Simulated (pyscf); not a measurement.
`[SnH3][SnH3]` + `[GeH2]` [singlet] → `[GeH3][SnH2][SnH3]` (insertion; singlet surface; H–Sn broken, Ge–Sn, Ge–H formed). PySCF, gas phase, ωB97X-D3(BJ)/def2-SVP geometries. Energies in kcal/mol from the separated reactants.

| level | barrier | reaction energy |
|---|---|---|
| ωB97X-D3(BJ)/def2-TZVP | -17.5 | -58.6 |
| r²SCAN/def2-TZVP | -18.7 | -55.3 |
| B3LYP-D3(BJ)/def2-TZVP | … | … |
| PBE0-D3(BJ)/def2-TZVP | -17.5 | -55.1 |
| ωB97M-D3(BJ)/def2-TZVP | -9.9 | -48.2 |
| HF/def2-TZVP | … | -44.0 |

Question: What belongs in the gaps?

Answer: 
- B3LYP-D3(BJ)/def2-TZVP, barrier: -12.4
- B3LYP-D3(BJ)/def2-TZVP, reaction energy: -49.4
- HF/def2-TZVP, barrier: 3.4

On the reactant side the descent ends in an adduct with a Ge–Sn, Ge–H contact, 18.1 kcal/mol under the separated species and 0.5 kcal/mol under the saddle at ωB97X-D3(BJ)/def2-TZVP. At ωB97X-D3(BJ)/def2-TZVP, r²SCAN, B3LYP-D3(BJ), PBE0-D3(BJ), ωB97M-D3(BJ) the saddle lies under the separated reactants, which points to a path from their complex (located at ωB97X-D3(BJ) alone). What is counted as formed (Ge–Sn, Ge–H) is already present as a longer contact in the reactant adduct; forming that adduct is a step of its own. This is the saddle that the search found; another between the same sides may lie lower. Elements up to Kr have no core potential and no relativistic terms here. Elements past Kr carry the def2 core potentials, without spin-orbit coupling.
